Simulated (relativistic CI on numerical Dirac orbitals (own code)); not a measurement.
## Energy levels of Sc9+

Method of calculation: Dirac-Coulomb-Breit CI, orbitals from a KLI potential per configuration, model QED (radiative potential, 1s self-energy scaled to tabulated hydrogen-like ionisation energies), valence Slater integrals scaled by 0.9, P86 correlation estimate, and configurations built on the next ion tied to the tabulated ionisation energy (semi-empirical) (own radial code, finite nucleus).

Configuration list (outside the closed core [Ne]): 3s2, 3s 3d, 3s 4s, 3s 4p, 3s 3p, 3s 4d, 3s 5s, 3s 4f, 3p2, 3d2, 3p 3d, 3p 4s, 3d 4s, 3s 5p, 3s 5d, 4s2, 3s 5f, 3s 5g. Levels of other configurations are missing.

| No. | Configuration | Term | J | E (eV) | % | jj configuration (%) |
| --- | --- | --- | --- | --- | --- | --- |
| 1 | 3s2 | 1S | 0 | 0.000 | 97 | closed (97) |
| 2 | 3s 3p | 3P° | 0 | 19.597 | 100 | 3s 3p1/2 (100) |
| 3 | 3s 3p | 3P° | 1 | 19.839 | 99 | 3s 3p1/2 (70) |
| 4 | 3s 3p | 3P° | 2 | 20.369 | 100 | 3s 3p3/2 (100) |
| 5 | 3s 3p | 1P° | 1 | 29.092 | 97 | 3s 3p3/2 (68) |
| 6 | 3p2‡ | 1D | 2 | 46.411 | 74 | 3p1/2 3p3/2 (75) |
| 7 | 3p2‡ | 3P | 0 | 46.679 | 99 | 3p1/2^2 (74) |
| 8 | 3p2‡ | 3P | 1 | 47.002 | 100 | 3p1/2 3p3/2 (100) |
| 9 | 3p2‡ | 3P | 2 | 47.612 | 91 | 3p3/2^2 (86) |
| 10 | 3p2‡ | 1S | 0 | 54.533 | 94 | 3p3/2^2 (72) |
| 11 | 3s 3d | 3D | 1 | 56.807 | 100 | 3s 3d3/2 (100) |
| 12 | 3s 3d | 3D | 2 | 56.829 | 100 | 3s 3d3/2 (60) |
| 13 | 3s 3d | 3D | 3 | 56.865 | 100 | 3s 3d5/2 (100) |
| 14 | 3s 3d | 1D | 2 | 64.367 | 80 | 3s 3d5/2 (48) |
| 15 | 3p 3d‡ | 3F° | 2 | 77.644 | 94 | 3p1/2 3d3/2 (90) |
| 16 | 3p 3d‡ | 3F° | 3 | 77.984 | 100 | 3p1/2 3d5/2 (49) |
| 17 | 3p 3d‡ | 3F° | 4 | 78.388 | 100 | 3p3/2 3d5/2 (100) |
| 18 | 3p 3d‡ | 1D° | 2 | 78.809 | 94 | 3p3/2 3d5/2 (45) |
| 19 | 3p 3d‡ | 3P° | 2 | 82.225 | 75 | 3p1/2 3d5/2 (74) |
| 20 | 3p 3d‡ | 3D° | 1 | 82.359 | 50 | 3p1/2 3d3/2 (66) |
| 21 | 3p 3d‡ | 3P° | 0 | 82.698 | 100 | 3p3/2 3d3/2 (100) |
| 22 | 3p 3d‡ | 3P° | 1 | 82.794 | 50 | 3p3/2 3d3/2 (92) |
| 23 | 3p 3d‡ | 3D° | 3 | 82.852 | 100 | 3p3/2 3d5/2 (69) |
| 24 | 3p 3d‡ | 3D° | 2 | 82.859 | 75 | 3p3/2 3d3/2 (61) |
| 25 | 3p 3d‡ | 1F° | 3 | 88.816 | 99 | 3p3/2 3d3/2 (41) |
| 26 | 3p 3d‡ | 1P° | 1 | 90.189 | 97 | 3p3/2 3d5/2 (62) |
| 27 | 3s 4s | 3S | 1 | 111.886 | 100 | 3s 4s (100) |
| 28 | 3s 4s | 1S | 0 | 114.054 | 99 | 3s 4s (99) |
| 29 | 3d2‡ | 3F | 2 | 114.495 | 100 | 3d3/2^2 (68) |
| 30 | 3d2‡ | 3F | 3 | 114.532 | 100 | 3d3/2 3d5/2 (100) |
| 31 | 3d2‡ | 3F | 4 | 114.578 | 100 | 3d5/2^2 (79) |
| 32 | 3d2‡ | 1D | 2 | 117.208 | 64 | 3d3/2 3d5/2 (67) |
| 33 | 3d2‡ | 3P | 0 | 117.228 | 100 | 3d3/2^2 (61) |
| 34 | 3d2‡ | 3P | 1 | 117.241 | 100 | 3d3/2 3d5/2 (100) |
| 35 | 3d2‡ | 3P | 2 | 117.287 | 65 | 3d5/2^2 (90) |
| 36 | 3d2‡ | 1G | 4 | 117.722 | 100 | 3d3/2 3d5/2 (79) |
| 37 | 3s 4p | 3P° | 0 | 121.404 | 99 | 3s 4p1/2 (99) |
| 38 | 3s 4p | 3P° | 1 | 121.461 | 92 | 3s 4p1/2 (88) |
| 39 | 3s 4p | 3P° | 2 | 121.681 | 99 | 3s 4p3/2 (99) |
| 40 | 3s 4p | 1P° | 1 | 121.916 | 87 | 3s 4p3/2 (85) |
| 41 | 3d2‡ | 1S | 0 | 124.360 | 96 | 3d5/2^2 (59) |
| 42 | 3s 4d | 3D | 1 | 133.796 | 100 | 3s 4d3/2 (100) |
| 43 | 3s 4d | 3D | 2 | 133.807 | 100 | 3s 4d3/2 (64) |
| 44 | 3s 4d | 3D | 3 | 133.824 | 100 | 3s 4d5/2 (100) |
| 45 | 3s 4d | 1D | 2 | 134.154 | 99 | 3s 4d5/2 (64) |

Energies count from the lowest computed level; ° marks odd parity. Filled j subshells are mostly left out of the jj labels. ‡ marks configurations that were not tied to measured data.

The mean weight of the leading LS term, summed over parents, in these 45 levels is 93 %, and that of the leading jj configuration (from the same eigenvectors) 80 %, so LS coupling describes them better.

Configurations that consist of the next ion and one excited electron were tied to the tabulated ionisation energy; Rydberg ones are usually within 1,000 to 3,000 cm⁻¹ and the lowest ones within about 6,000 (9,000 in d shells), while levels on excited terms of the next ion carry the error of that term, and the other configurations can be misplaced by 10,000 cm⁻¹ or more. Rates follow the energies as ν³ (E1, M1) or ν⁵ (E2), so rates, branching and lifetimes can be off by large factors.

LS names give the leading component of a level, which can be under half, so a name can repeat, a term be missing and a line seem to break the LS rules.
